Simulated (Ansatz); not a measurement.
H4INO2Si, SMILES `N[Si](O)(O)I`. Total charge 0; spin multiplicity 1. I takes the def2 core potential.

```xyz
9

N    -1.300    0.195    0.524
Si    0.208   -0.078   -0.194
O     0.791    1.311   -0.819
O     1.111   -0.760    0.980
I     0.238   -1.582   -2.134
H    -1.679   -0.498    1.149
H    -2.024    0.668    0.009
H     0.814    2.058   -0.214
H     1.841   -1.313    0.698
```

Problem. What are the harmonic wavenumbers in cm⁻¹ at PBE0-D4/def2-TZVP (Ansatz, finite differences of forces, unscaled)? (An estimate is asked.)

Solution. The calculation gave: 155, 171, 224, 230, 260, 292, 327, 393, 411, 462, 791, 811, 849, 876, 957, 996, 1579, 3609, 3705, 3887, 3923.

Problem. Is this a minimum?

Solution. Yes, all 21 modes are real.

Problem. Give the ideal-gas thermochemistry at 298.15 K and 1 bar (rigid rotor, harmonic oscillator; point group C1, symmetry number 1).

Solution. Zero-point energy 149.0 kJ/mol; H(298) − E = 171.5 kJ/mol; entropy 365.4 J/(mol·K), of which translation 175.2, rotation 119.6, vibration 70.6; G(298) − E = 62.6 kJ/mol.

Problem. And at 400, 500, 600, 800 and 1000 K?

Solution. 
| T (K) | H − E (kJ/mol) | S (J/mol/K) | G − E (kJ/mol) |
| --- | --- | --- | --- |
| 400 | 184.3 | 402.0 | 23.5 |
| 500 | 198.1 | 432.8 | -18.3 |
| 600 | 212.8 | 459.6 | -63.0 |
| 800 | 244.1 | 504.5 | -159.6 |
| 1000 | 277.1 | 541.3 | -264.2 |
